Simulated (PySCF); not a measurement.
**Working out the ionisation energy of Rb(2+)**

Rb(2+) [Ar] 3d10 4s2 4p5 (2P) → Rb(3+) [Ar] 3d10 4s2 4p4 (3P). Computed with PySCF 2.14 in def2-SVP with the def2 core potential (28 electrons) (5s3p2d, 24 functions), with scalar relativity through the core potential. Frozen: 4s2. Energies in hartree (1 hartree = 27.21139 eV):

| part | Rb(2+) (lower) | Rb(3+) (upper) |
| --- | --- | --- |
| UHF | -22.683806 | -21.276415 |
| CCSD correlation | -0.022081 | -0.009845 |
| (T) | -0.000185 | -0.000040 |

Problem. What does Hartree-Fock give?

Solution. (-21.276415) − (-22.683806) = 1.407391 hartree = 38.297 eV.

Problem. What do CCSD and CCSD(T) give?

Solution. The CCSD correlation energies differ by 0.012236 hartree = 0.333 eV and the triples by 0.000145 hartree = 0.004 eV, so CCSD gives 38.630 eV and CCSD(T) 38.634 eV.

Reference: 39.247 eV (semi-empirical (NIST evaluation); NIST Atomic Spectra Database, ionization energies), between the lowest levels; spin-orbit coupling is absent from the calculation.

A double-zeta basis recovers only part of the correlation energy.

What remains against the reference includes basis incompleteness, the frozen core and higher excitations.
